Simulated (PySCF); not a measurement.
SMILES C=[SiH], doublet (CAM-B3LYP/def2-SVP optimised geometry):

```
5

C      0.947    -0.181     0.000
Si    -0.758    -0.181     0.000
H      1.551    -1.091     0.000
H      1.504     0.763     0.000
H     -1.551     1.091     0.000
```

Level of theory: unrestricted CAM-B3LYP/def2-TZVP (PySCF).

**Question.** What are the frontier orbital energies (α orbitals alone; a β orbital can be the lowest empty one) and the dipole moment?

**Answer.** HOMO-2 -11.73 eV, HOMO-1 -8.31 eV, HOMO -7.84 eV, LUMO -0.28 eV, LUMO+1 1.90 eV; dipole moment 0.78 D.

On the same geometry unrestricted PBE/def2-TZVP run with PySCF gives HOMO-2 -8.88 eV, HOMO-1 -5.85 eV, HOMO -5.73 eV, LUMO -2.24 eV, LUMO+1 0.17 eV; dipole moment 0.50 D.

Meta-Löwdin charges at CAM-B3LYP/def2-TZVP: C1 -0.60, Si2 0.37, H3 0.14, H4 0.14, H5 -0.06.
